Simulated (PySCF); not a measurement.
C₄H₉AlClF, singlet, geometry from GFN2-xTB (such geometries of metal compounds can be far from the true shape), atoms displaced at random by about 0.08 Å a coordinate; PBE0/STO-3G, gradient run with PySCF.

PySCF was given this input:
```python
from pyscf import gto, scf, dft

mol = gto.Mole()
mol.atom = '''
    Al    0.77091600    0.47064647    1.08109082
    Cl    0.07505898   -0.60491252    2.49717995
    F     2.09515529    1.47655636    1.33194747
    C     0.10858429    0.58014689   -0.98333170
    C    -1.00562189   -0.46511508   -1.19153359
    C    -1.64524978   -0.34005458   -2.46294423
    C    -0.65777738   -0.71519369   -3.67608155
    H    -0.08441710    1.66144969   -1.09573268
    H     0.83150338    0.51618741   -1.56640930
    H    -0.67904810   -1.38579368   -0.94922551
    H    -1.77362402   -0.30538146   -0.25392604
    H    -2.48224766   -0.92434157   -2.49337961
    H    -2.02823182    0.65507432   -2.65330376
    H    -0.16067660   -1.63974256   -3.47121902
    H     0.11904113   -0.09531313   -3.74504307
    H    -1.26005898   -0.69042342   -4.54878381
'''
mol.basis = 'sto-3g'
mol.verbose = 3
mol.build()

mf = dft.RKS(mol)
mf.xc = 'pbe0'
mf.grids.level = 0
mf.kernel()
g = mf.nuc_grad_method()
g.grid_response = True
grad = g.kernel()
```

It wrote (shortened):

```
converged SCF energy = -948.641988545407
--------------- RKS gradients ---------------
         x                y                z
0 Al    -0.0520440101    -0.0831997166     0.1498427163
1 Cl     0.0381576957     0.0566170777    -0.0744286462
2 F     0.0249365523     0.0186063270    -0.0032468301
3 C     0.1122467913    -0.0217028329    -0.2067423330
4 C     0.0354527948    -0.1179653872    -0.1248060312
5 C    -0.0387064826    -0.0209792298     0.0951234356
6 C     0.0872183031     0.0354858191    -0.0618844429
7 H     0.0316549585     0.0061790352    -0.0028109706
8 H    -0.1661348833     0.0399179888     0.1239888499
9 H    -0.0391171635     0.0899872514    -0.0058998141
10 H    -0.0328818100     0.0028776496     0.0607407437
11 H     0.0591184853     0.0527676358     0.0098699813
12 H    -0.0028102728    -0.0185145557    -0.0019233213
13 H     0.0055575158     0.0334789049     0.0032946807
14 H    -0.0707160012    -0.0821561587     0.0081965010
15 H     0.0080675266     0.0086001916     0.0306854809
----------------------------------------------
```
